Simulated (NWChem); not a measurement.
Species: HSe2Cl; SMILES [Se](Cl)[SeH]

```xyz
4

Se     0.7448     0.5546     0.0198
Cl    -0.9532     1.9665    -0.0037
Se    -0.2335    -1.5162     0.0398
H     -0.3687    -1.6763    -1.4246
```
Atoms are numbered in this order, from 1.

Structure relaxed at the PBE0/def2-SVP level.

Spin-orbit effects, on the heavy nuclei and on their neighbours, are missing.

Task: Give the principal values of the shielding tensors (ppm) of Se1, Cl2, Se3 from KT2/pcSseg-1, GIAO (NWChem), with their diamagnetic and paramagnetic parts as GIAO splits them.

Result: 
```tsv
atom	σ11	σ22	σ33	isotropic	diamagnetic	paramagnetic
Se1	-483.2	-167.1	1633.0	327.6	3000.1	-2672.5
Cl2	285.5	888.6	1169.3	781.2	1147.4	-366.3
Se3	801.9	1495.2	1914.7	1403.9	3001.3	-1597.3
```
